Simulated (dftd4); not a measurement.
CHO (SMILES [CH]=O), doublet, geometry from GFN2-xTB; dftd4 4.2.0 with D4 for tpss.

Input for dftd4:
```
$ dftd4 mol.xyz --func tpss --charge 0 --json dftd4.json --noedisp --grad

# file mol.xyz
3

C      0.05077793     0.58558918     0.01134278
O      0.06582174    -0.59411259    -0.01340927
H     -0.83124157     1.23936563     0.03921745
```

Predict the main parts of the log of this dftd4 run.


```
                    ____  _____ _____     ____  _  _
      -------------|  _ \|  ___|_   _|---|  _ \| || |------------
     |             | | | | |_    | | ___ | | | | || |_           |
     |             | |_| |  _|   | ||___|| |_| |__   _|          |
     |             |____/|_|     |_|     |____/   |_|            |
     |             ===================================           |
     |            E. Caldeweyher, S. Ehlert & S. Grimme          |
     |          Mulliken Center for Theoretical Chemistry        |
     |                    University of Bonn                     |
      -----------------------------------------------------------

Rational (Becke-Johnson) damping: tpss-D4-ATM
---------------------
  s6         1.0000
  s8         1.7660
  s9         1.0000
  a1         0.4282
  a2         4.5426
 alp        16.0000
--------------------

Dispersion energy:      -8.2522787909417E-04 Eh

Gradient norm:           1.8605291246436E-05 Eh/a0
--------------------------------------------------
     #    Z           dE/dx      dE/dy      dE/dz
--------------------------------------------------
     1    6 C    -3.933E-06  1.381E-05  3.507E-07
     2    8 O    -9.898E-09 -1.070E-05 -2.220E-07
     3    1 H     3.943E-06 -3.118E-06 -1.287E-07
--------------------------------------------------

Virial:
--------------------------------------------------
      component           x          y          z
--------------------------------------------------
          x      -6.573E-06  4.894E-06  2.082E-07
          y       4.894E-06  1.999E-05  3.360E-07
          z       2.082E-07  3.360E-07  3.607E-09
--------------------------------------------------

[Info] Dispersion results written to 'dftd4.txt'
[Info] JSON dump of results written to 'dftd4.json'
```
